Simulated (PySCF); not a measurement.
## Electron correlation in Ce⁺ (cerium, charge +1)

Starting occupation: [Xe] 4f1 5d2, 4f5/2 with m_j = +5/2, 5d3/2 with m_j = +1/2, +3/2. Calculation: PySCF 2.14, in x2c-TZVPall-2c (11s11p10d4f1g, 131 functions); X2C-1e with screened-nucleus spin-orbit coupling, Gaussian nucleus. Frozen: [Ar] 3d10; 29 electrons correlated; the 18 highest virtual spinors left out.

MP2 pair energies summed by pair of shells (mhartree):

```csv
pair,energy,share (%)
4d-4d,-302.78,32.7
4d-5p,-135.77,14.7
5p-5p,-101.00,10.9
4d-4p,-80.32,8.7
5d-5p,-55.85,6.0
5p-5s,-33.47,3.6
4p-4p,-32.72,3.5
4d-5s,-32.47,3.5
4d-4s,-23.90,2.6
4d-4f,-18.41,2.0
4p-5p,-17.03,1.8
4d-5d,-16.52,1.8
4f-5p,-14.77,1.6
4p-4s,-11.21,1.2
4p-5s,-8.88,1.0
4f-4p,-6.89,0.7
5d-5s,-6.62,0.7
5s-5s,-5.92,0.6
4f-5s,-4.07,0.4
5d-5d,-4.03,0.4
4f-5d,-3.39,0.4
4s-4s,-2.85,0.3
4s-5p,-2.63,0.3
4p-5d,-1.65,0.2
4f-4s,-1.30,0.1
4s-5s,-1.26,0.1
4s-5d,-0.33,0.0
```

Total MP2 correlation energy: -926.02 mhartree.

The GHF reference relaxed away from the jj start to a determinant that is no pure jj level (⟨S²⟩ = 3.24, ⟨J²⟩ = 25.54); the energies belong to that determinant.

This basis was not built for core-valence correlation, so the inner-shell part is incomplete.
